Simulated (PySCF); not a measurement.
CrFO2, neutral, multiplicity 2. Atoms are numbered in the order given.

```xyz
4

Cr     0.0000     0.0000     0.0401
O      0.0000     1.2984     0.8787
O      0.0000    -1.2984     0.8787
F      0.0000     0.0000    -1.6691
```
Charge 0, spin multiplicity 2.

Coordinates come from a PBE0-D3(BJ)/def2-SVP optimisation. A frequency run showed that this geometry is not a minimum. The spin state was assumed, not searched. The isomer is the one that the SMILES or the coordinates give; other isomers of the formula were not compared.

These are PBE/def2-TZVPD in PySCF values and carry that method's errors.

Mulliken values depend strongly on the basis, most of all with diffuse functions as here. ESP charges are fitted to the potential on shells at 1.4 to 2.0 van der Waals radii. Atomic charges (e):

```csv
atom,ESP fit,Mulliken,meta-Löwdin,Mulliken spin
Cr1,(withheld),1.80,1.27,0.97
O2,(withheld),-0.60,-0.41,0.01
O3,(withheld),-0.60,-0.41,0.01
F4,(withheld),-0.59,-0.46,0.01
```

Question: Complete the blanks. (Estimate from the structure and the level; the computed values follow.)

Answer: 
- Cr1, ESP fit: 0.98
- O2, ESP fit: -0.35
- O3, ESP fit: -0.35
- F4, ESP fit: -0.28
